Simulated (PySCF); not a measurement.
CH₇AlO₂Si, SMILES C[SiH2][Al]([OH])[OH].

The structure is a stationary point at PBE-D3(BJ)/def2-SVP. The structure was generated by enumeration; whether it is a known compound was not checked. Other conformers were not sampled.

All values below come from PBE-D3(BJ)/def2-SVP in PySCF.

Frequencies are harmonic and unscaled.

Computed harmonic wavenumbers and intensities:
| mode | ν (cm⁻¹) | IR (km/mol) | moving atoms (share of kinetic energy) |
|---|---|---|---|
| 1 | 16 | 0.6 | H 31 %, O 31 %, C 23 %, Si 15 % |
| 2 | 76 | 0.7 | O 42 %, C 29 %, H 20 % |
| 3 | 138 | 0.0 | H 81 %, Al 9 % |
| 4 | 182 | 3.7 | O 38 %, C 18 %, Si 16 %, H 15 %, Al 13 % |
| 5 | 201 | 1.6 | Al 46 %, H 39 %, O 13 % |
| 6 | 219 | 25.8 | O 45 %, Si 26 %, H 19 %, Al 8 % |
| 7 | 264 | 2.8 | H 93 % |
| 8 | 343 | 237.1 | H 75 %, O 18 % |
| 9 | 377 | 14.9 | Si 35 %, Al 33 %, O 16 %, H 15 % |
| 10 | 395 | 30.7 | H 82 %, Si 13 % |
| 11 | 478 | 289.9 | H 88 %, O 12 % |
| 12 | 560 | 1.8 | H 61 %, O 39 % |
| 13 | 585 | 0.4 | H 96 % |
| 14 | 645 | 16.9 | H 86 %, C 13 % |
| 15 | 679 | 44.2 | C 41 %, Si 35 %, H 23 % |
| 16 | 780 | 210.1 | O 42 %, Al 29 %, H 26 % |
| 17 | 851 | 73.8 | H 69 %, C 11 %, Si 10 % |
| 18 | 859 | 28.0 | H 79 %, C 17 % |
| 19 | 887 | 30.6 | Al 40 %, O 39 %, H 20 % |
| 20 | 900 | 102.8 | H 81 %, Al 9 % |
| 21 | 1212 | 4.9 | H 80 %, C 19 % |
| 22 | 1385 | 6.3 | H 96 % |
| 23 | 1385 | 2.8 | H 96 % |
| 24 | 2125 | 84.0 | H 98 % |
| 25 | 2128 | 98.8 | H 96 % |
| 26 | 2980 | 5.0 | H 97 % |
| 27 | 3082 | 2.2 | H 91 %, C 9 % |
| 28 | 3084 | 2.0 | H 91 %, C 9 % |
| 29 | 3813 | 37.2 | H 94 % |
| 30 | 3819 | 64.8 | H 94 % |
